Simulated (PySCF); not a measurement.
## Nuclear quadrupole coupling in `C=C[SiH2]C[SiH2]OC(C)=S`

Compound: C5H12OSSi2.
Z-matrix (Å and degrees, GFN2-xTB geometry), rows numbered from 1:
```
C 
C   1  1.3243
Si  2  1.8848  1  126.04
C   3  1.8940  2  110.97  1     0.84
Si  4  1.8817  3  111.26  2   179.41
O   5  1.6662  4  101.26  3   178.50
C   6  1.3104  5  125.28  4  -179.65
C   7  1.4927  6  115.13  5   179.94
S   7  1.6263  6  122.12  5    -0.03
H   1  1.0800  2  122.68  3   179.98
H   1  1.0782  2  121.75  3    -0.03
H   2  1.0838  1  117.89  3  -179.93
H   3  1.4678  2  108.99  1  -119.84
H   3  1.4677  2  108.95  1   121.51
H   4  1.0892  3  109.58  2    57.59
H   4  1.0892  3  109.51  2   -58.79
H   5  1.4590  4  113.36  3   -66.05
H   5  1.4590  4  113.38  3    62.90
H   8  1.0901  7  109.60  6   -59.90
H   8  1.0900  7  109.66  6    57.99
H   8  1.0855  7  110.33  6   179.15
```

Field gradients from the PBE0/pcSseg-1 density (PySCF, non-relativistic), principal values in atomic units, ordered |Vxx| ≤ |Vyy| ≤ |Vzz|:

```
atom      Vxx      Vyy      Vzz
  O6  -0.4826  -0.9146   1.3973
  S9   0.9503   1.4339  -2.3842
```

Question: Find the asymmetry η = (Vxx − Vyy)/Vzz and the couplings χ = eQV/h (234.96 MHz × Q in barn × V in au), with Q(17O) = −0.0256 b, Q(33S) = −0.0678 b.

Answer: 
```
atom          environment  nucleus     η  χzz (MHz)  χxx (MHz)  χyy (MHz)
  O6   silyl ether oxygen      17O  0.31      -8.40       2.90       5.50
  S9  thiocarbonyl sulfur      33S  0.20      37.98     -15.14     -22.84
```

Question: What is Vzz at O6 in SI units (1 au = 9.71736 × 10²¹ V/m²)?

Answer: 1.3973 au = 13.578 × 10²¹ V/m².

Question: And the gradient at the other heavy atoms, for which no coupling is worked out here?

Answer: 
```csv
atom,environment,Vzz (au),η
C1,terminal =CH2 carbon,0.370,0.35
C2,alkene CH carbon,0.355,0.34
Si3,SiH2 silicon,0.113,0.65
C4,sp3 carbon bound to silicon,-0.071,0.30
Si5,oxygen-bound silicon,0.713,0.26
C7,thiocarbonyl carbon,-0.421,1.00
C8,methyl carbon,0.112,0.62
```

Question: What couplings would deuterons (Q(2H) = 0.00286 b) have in place of the hydrogens, at this geometry?

Answer: 
```
atom  bonded to  bond length (Å)  Vzz (au)     η  χzz (kHz)
 H10         C1            1.080    0.3304  0.04        222
 H11         C1            1.078    0.3330  0.04        224
 H12         C2            1.084    0.3259  0.04        219
 H13        Si3            1.468    0.1590  0.03        107
 H14        Si3            1.468    0.1590  0.03        107
 H15         C4            1.089    0.3222  0.02        216
 H16         C4            1.089    0.3222  0.02        217
 H17        Si5            1.459    0.1632  0.05        110
 H18        Si5            1.459    0.1631  0.05        110
 H19         C8            1.090    0.3089  0.04        208
 H20         C8            1.090    0.3089  0.04        208
 H21         C8            1.085    0.3105  0.03        209
```

Geometry: GFN2-xTB, one conformer, isolated molecule. GFN2-xTB bond lengths can be off by several hundredths of an ångström, more for odd bonds, and the gradients follow them. These gradients aren't converged with respect to the basis.
